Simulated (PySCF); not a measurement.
Basis-set dependence of SiPb at CCSD(T)

PySCF, UHF reference; triplet, unpaired electrons π ↑↑; De to Si + Pb without counterpoise correction. Frozen cores follow the default of each basis and core potential.

```json
{"basis": "def2-SVP", "relativity": "scalar-relativistic core potentials", "functions": "44", "Re (Å)": "2.620", "ωe (cm⁻¹)": "308", "De (eV)": "2.04", "frozen orbitals": "9"}
{"basis": "cc-pV(D+d)Z/cc-pVDZ-PP", "relativity": "scalar-relativistic core potentials", "functions": "46", "Re (Å)": "2.626", "ωe (cm⁻¹)": "307", "De (eV)": "2.02", "frozen orbitals": "9"}
{"basis": "def2-SVPD", "relativity": "scalar-relativistic core potentials", "functions": "56", "Re (Å)": "2.623", "ωe (cm⁻¹)": "307", "De (eV)": "2.13", "frozen orbitals": "9"}
{"basis": "def2-TZVPP", "relativity": "scalar-relativistic core potentials", "functions": "92", "Re (Å)": "2.592", "ωe (cm⁻¹)": "317", "De (eV)": "2.37", "frozen orbitals": "9"}
```

(1) How does each smaller set differ from the one with most functions, def2-TZVPP?

Correlated steps freeze 9 core orbitals. Correlated levels converge slowly with the basis: in double zeta they bind strong bonds too weakly, by up to about 1 eV, and carry superposition errors of some tenths. These are scalar-relativistic numbers at best; spin–orbit coupling would shift them, the dissociation energy most. The state is the lowest determinant that a PBE0 search found; another state may lie lower at other levels.

Results:

(1) def2-SVP: +2.8 pm, -2.8 % in ωe, -0.33 eV in De; cc-pV(D+d)Z/cc-pVDZ-PP: +3.4 pm, -3.2 % in ωe, -0.35 eV in De; def2-SVPD: +3.1 pm, -3.2 % in ωe, -0.24 eV in De. All at CCSD(T); the set with most functions is neither the basis-set limit nor always the best.
